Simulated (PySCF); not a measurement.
Levels of Tc³²⁺ from EOM-EA-GCCSD

Reference: closed-shell Tc³³⁺, [Ne]; one electron is added. Calculated with PySCF 2.14, two-component X2C-1e with screened spin-orbit coupling, an even-tempered Gaussian basis (18 s from 3.1 bohr⁻², ratio 2.6; 13 p from 4.1 bohr⁻², ratio 2.6; 6 d from 4.2 bohr⁻², ratio 2.8; 3 f from 100 bohr⁻², ratio 2.8); frozen 1s2; the 56 highest virtual spinors dropped; of the others 44 kept and the rest restored at second order. No Breit or QED terms. Binding energies in eV.

```
level  Koopmans  second order  EOM-CCSD
3s1/2    1900.0        1900.7    1900.7
3p1/2    1827.5        1828.3    1828.3
3p3/2    1797.1        1797.9    1797.9
3d3/2    1701.4        1702.1    1702.1
3d5/2    1695.2        1695.8    1695.8
```

Electric-dipole lines between these computed levels:

| lower | upper | ΔE (eV) | vacuum wavelength (nm) |
| --- | --- | --- | --- |
| 3s1/2 | 3p1/2 | 72.356 | 17.14 |
| 3s1/2 | 3p3/2 | 102.82 | 12.06 |
| 3p1/2 | 3d3/2 | 126.28 | 9.818 |
| 3p3/2 | 3d3/2 | 95.822 | 12.94 |
| 3p3/2 | 3d5/2 | 102.11 | 12.14 |

For comparison, the ionisation energy of Tc³²⁺ is 1900.28 ± 0.06 eV (semi-empirical (NIST evaluation); NIST Atomic Spectra Database, ionization energies).

Only part of the computed levels is shown.
